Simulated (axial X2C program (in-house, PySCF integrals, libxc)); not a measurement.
**Potential curves of ZnGa, spin-free**

Computed with an in-house all-electron X2C program for linear molecules (integrals from PySCF). Spin-free means the one-electron spin-free X2C Hamiltonian. Basis: Ga dyall-cv3z [9s9p7d4f1g], Zn dyall-cv3z [9s10p6d3f2g] (cores contracted in-house); Gaussian nuclei, density fitting, unrestricted open shells. Masses: Ga 68.926 u, Zn 63.929 u.

State: M_S = 1/2, Λ = 1 (beyond evenly filled blocks: π+α). Energies in eV from the fragments at the same level (Ga + Zn). Fits are polynomials in 1 − R0/R over 0.85 to 1.23 times the lowest point R0.

```
 R (Å)     PW91     PBE0
2.3386  -0.2712  -0.1365
2.4461  -0.3683  -0.2478
2.5267  -0.4027  -0.2918
2.6074  -0.4144  -0.3123
2.6880  -0.4099  -0.3159
2.7821  -0.3908  -0.3056
2.8762  -0.3623  -0.2853
2.9971  -0.3187  -0.2513
3.1450  -0.2621  -0.2055
3.3600  -0.1849  -0.1417
```

One determinant describes the state; a PBE0 search over occupations chose it and may have missed a lower one. Dissociation energies refer to the lowest single-determinant-based atoms at the same level and basis. Other states lie close and PBE0, whose exact exchange favours high spin, may order them wrongly; the determinant shown need not be the ground state. The nearest other spin-free determinant of the search, M_S = 1/2, Λ = 0, lies 0.30 eV up at the distance of the search. The functionals have no current-density term, which raises determinants with orbital currents, atoms included. The atomic limit has a lower orbital projection than the molecule and lies lower at mean-field level, so De may be about a tenth of an eV too small. Spin-free De lacks the spin–orbit lowering of the heavy p-block atom, a tenth of an eV or more for 4p and 5p, up to an eV for 6p and one to two eV for 7p atoms, less what an open-shell molecule gains itself.

**Question.** What are Re, ωe and De at the PW91 level?

**Answer.** At PW91, spin-free: Re = 2.621 Å, ωe ≈ 138 cm⁻¹, De = 0.41 eV to Ga + Zn; Be follows as 0.074 cm⁻¹.

**Question.** Fit the PBE0 curve near its minimum: give the equilibrium distance, the harmonic wavenumber and the well depth.

**Answer.** At PBE0, spin-free: Re = 2.668 Å, ωe ≈ 127 cm⁻¹, De = 0.32 eV to Ga + Zn; Be follows as 0.0714 cm⁻¹.
